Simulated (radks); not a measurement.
Trend from Zn2+ to Hg2+: ionisation energy by Delta-SCF between NIST ground configurations, and size. All-electron calculation, scalar-relativistic Kohn-Sham, BLYP, spin-polarised, spherical densities, point nucleus; open shells are filled with parallel spins first (spin-orbit coupling, left out, can overturn this in heavy ions). Program: a radial shooting solver on a logarithmic mesh with Libxc functionals.

species   configuration  configuration of the ion  IE (eV)  NIST (eV)  kind  -e(HOMO) (eV)  outermost  <r> outermost (bohr)  r at 0.001 e/bohr^3 (bohr)
Zn2+          [Ar] 3d10                  [Ar] 3d9   40.253     39.723  exp.    30.888 (3d)         3d                 0.882                        2.90
Cd2+          [Kr] 4d10                  [Kr] 4d9   37.701      37.47  exp.    30.349 (4d)         4d                  1.26                        3.26
Hg2+     [Xe] 4f14 5d10             [Xe] 4f14 5d9   35.224      34.49  exp.    28.665 (5d)         5d                  1.45                        3.47

Reference values: NIST Atomic Spectra Database (exp. = measured, semi-emp. = semi-empirical, theory = theoretical value adopted there). Open shells are spherical and high-spin; term and fine-structure splittings are not resolved. Spin-orbit splitting is averaged out at the scalar-relativistic level.
